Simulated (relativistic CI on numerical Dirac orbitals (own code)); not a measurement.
# Cr³⁺ in a cubic cluster: 3p photoemission with charge transfer

Computed with a charge-transfer multiplet model of a cubic metal-ligand cluster with up to one ligand hole, Slater and spin-orbit integrals from Dirac-Coulomb-Breit ions, Slater integrals scaled by 0.7. The parameters are those of a tetrahedral site (10Dq negative, t2 hopping the larger). The ground state mixes d3 with configurations of k ligand holes L, whose averages lie at kΔ + k(k − 1)U_dd/2; a core hole lowers each added d electron by U_cd. 20 K, Lorentzian 0.9 eV and Gaussian 0.8 eV FWHM.

Atomic integrals in eV (Slater integrals scaled, ζ unscaled), ground: F2dd 7.502, F4dd 4.697, zeta_d 0.033; with the core hole: F2dd 8.235, F4dd 5.187, zeta_d 0.038, zeta_core 0.708, F2cd 8.669, G1cd 10.703, G3cd 6.576.

Cluster parameters (eV): U_dd = 6.6, U_cd = 8.4, 10Dq = -0.25, 10Dq(ligand) = 0, V(eg) = 1, V(t2g) = -1.7, final-state hopping factor = 1.

```tsv
Case	n_d	d3	d4L	S
Δ = 4.7 eV	3.25	0.75	0.25	1.50
Δ = 6.7 eV	3.18	0.82	0.18	1.50
Δ = 7.7 eV	3.15	0.85	0.15	1.50
```

Weights, n_d and S are thermal averages at 20 K. Binding energies count from the first peak over 30 % of the highest in each spectrum, which can be another peak from case to case. The parameters are a model scan and need not match a compound or its usual spin state. Peaks in eV (height, largest 100):
- Δ = 4.7 eV: 0.0 (79), 2.3 (100), 9.3 (38), 11.4 (36), 17.5 (22), 24.7 (9), 27.3 (6)
- Δ = 6.7 eV: 0.0 (89), 2.3 (100), 4.3 (47), 8.8 (40), 10.8 (30), 13.6 (19), 17.2 (22), 23.8 (7), 26.3 (5)
- Δ = 7.7 eV: 0.0 (100), 2.3 (100), 4.4 (47), 8.6 (38), 10.8 (27), 14.0 (19), 17.2 (23), 23.6 (6)

Curve for Δ = 6.7 eV (points under 2 left out, the grid thinned):

E (eV), Intensity and a bar:
```
     -4.3        2.6 
     -3.6        3.5 
     -2.9        5.1 #
     -2.2        8.5 ##
     -1.4       21.4 ######
     -0.7       59.5 ##################
      0.0       89.4 ###########################
      0.7       69.2 #####################
      1.4       67.4 ####################
      2.1       98.1 ##############################
      2.9       78.9 ########################
      3.6       50.2 ###############
      4.3       47.0 ##############
      5.0       40.8 ############
      5.7       26.1 #######
      6.4       19.3 #####
      7.2       21.9 ######
      7.9       29.8 #########
      8.6       39.1 ############
      9.3       34.1 ##########
     10.0       26.6 ########
     10.7       29.7 #########
     11.5       24.5 #######
     12.2       20.1 ######
     12.9       18.9 #####
     13.6       19.5 #####
     14.3       16.0 ####
     15.0        9.7 ##
     15.7        9.2 ##
     16.5       17.1 #####
     17.2       22.3 ######
     17.9       17.7 #####
     18.6       10.5 ###
     19.3        5.7 #
     20.0        3.8 
     20.8        3.8 
     21.5        4.4 #
     22.2        4.1 #
     22.9        4.2 #
     23.6        7.0 ##
     24.3        5.5 #
     25.1        2.9 
     25.8        3.8 
     26.5        5.0 #
     27.2        2.2
```

For the case Δ = 4.7 eV, Δ = 4.7 eV is smaller than U_dd = 6.6 eV, the charge-transfer side of the Zaanen-Sawatzky-Allen scheme. With the core hole the configuration with one ligand hole lies at Δ − U_cd = -3.7, -1.7, -0.7 eV from the one without, in the order of the table; where this is negative the screened configuration lies lower, though the effective hopping of about 3.9 eV (from the holes of the mixed ground state) mixes the two strongly wherever it is as large as the gap.

With at most 1 ligand hole the space is cut while the next configuration still counts, so covalency is underestimated, and a final configuration with one more ligand hole, which can lie low, is missing from the spectra.
